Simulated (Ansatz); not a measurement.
Program: Ansatz. Geometries: PBE0-D4/def2-TZVP. ΔE: electronic, gas phase. CBS: MP2 limit from def2 TZ/QZ plus the TZ coupled-cluster correction, frozen cores. This one scheme is used for every species. DFT in def2-TZVPP.

`B/C(C)=C/Cl` + H₂ → `BC(=C)C` + HCl  (hydrogenolysis of a C–Cl bond)

Q: Is it downhill or uphill in electronic energy at CCSD(T)/CBS, and by how much? (Best estimate.)

A: Ansatz gave: Downhill: ΔE = -14.9 kcal/mol.

Q: What do these levels give: r2SCAN-D4, ωB97M-V, B2PLYP, r2SCAN, PBE0, CCSD/def2-TZVPP? (An estimate is asked.)

A: The calculation gave: r2SCAN-D4 -11.7, ωB97M-V -14.4, B2PLYP -14.8, r2SCAN -12.0, PBE0 -14.2, CCSD/def2-TZVPP -17.3 kcal/mol.

Largest T1 diagnostic among the species: 0.011.

The D4 term adds +2.0 kcal/mol with B3LYP and +1.1 kcal/mol with PBE0; it sums over pairs of atoms, weighted by their polarisabilities, and B3LYP, whose exchange is more repulsive, gets the larger term. From PBE to PBE0 (25 % exact exchange), in def2-TZVPP and without D4, ΔE moves by −2.5 kcal/mol.

B3LYP here is the variant with VWN-RPA as its local correlation; programs differ in this.
